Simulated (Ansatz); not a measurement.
System: C$_{3}$H$_{5}$O$_{2}$, charge 0, multiplicity 2. It need not be the lowest isomer of its formula. SMILES: C(OC[CH2])=O
Coordinates optimised at B3LYP-D3(BJ)/def2-TZVP (Ansatz, an electronic-structure program):
```
C
H 1 1.0936
H 1 1.0987 2 106.28
O 1 1.4491 2 109.03 3 116.01
C 4 1.3370 1 116.01 2 -60.40
O 5 1.1993 4 126.02 1 0.31
H 5 1.0983 6 124.89 4 -179.93
C 1 1.4725 2 112.32 3 -123.57
H 8 1.0798 1 119.66 2 40.19
H 8 1.0798 9 119.47 1 -171.78
```
Charge 0, spin multiplicity 2.

Property: atomisation energy (electronic, to ground-state atoms), in kcal/mol. Correlated levels leave the core frozen unless marked. UHF or UKS for open shells. Spin-orbit coupling is left out. No relativistic terms. The coupled-cluster limit lacks core correlation, which all-electron functionals hold. CBS(X,Y): correlation extrapolated as X^-3; Hartree-Fock from the larger set. [CCSD(T)-MP2]/basis is that difference in the basis named.

| level | program | atomisation energy (kcal/mol) | minus last row |
|---|---|---|---|
| HF/6-31G | Ansatz | 614.0 | -357.6 |
| HF/cc-pVTZ | Ansatz | 688.8 | -282.8 |
| SVWN5/def2-TZVPD | Ansatz | 1138.9 | 167.3 |
| PBE-D3(BJ)/def2-TZVPD | Ansatz + dftd3 | 1008.7 | 37.1 |
| r2SCAN-D3(BJ)/def2-TZVPD | Ansatz + dftd3 | 981.8 | 10.2 |
| B3LYP-D4/def2-TZVPD | Ansatz + dftd4 | 973.5 | 1.9 |
| PBE0/def2-SVP | Ansatz | 989.6 | 18.0 |
| BHLYP-D4/def2-TZVPD | Ansatz + dftd4 | 933.3 | -38.3 |
| r2SCAN0/def2-TZVPD | Ansatz | 958.0 | -13.6 |
| HSE06/def2-TZVPD | Ansatz | 978.6 | 7.0 |
| B2GP-PLYP-D4/def2-TZVPD | Ansatz + dftd4 | 960.7 | -10.9 |
| RPA@PBE/cc-pVTZ | Ansatz | 899.2 | -72.4 |
| CCSD/6-31G | Ansatz | 799.3 | -172.3 |
| CCSD(T)/cc-pVDZ | Ansatz | 895.2 | -76.4 |
| RI-MP2/CBS(cc-pVTZ,cc-pVQZ)+[CCSD(T)-MP2]/cc-pVTZ | Ansatz | 971.6 | 0.0 |
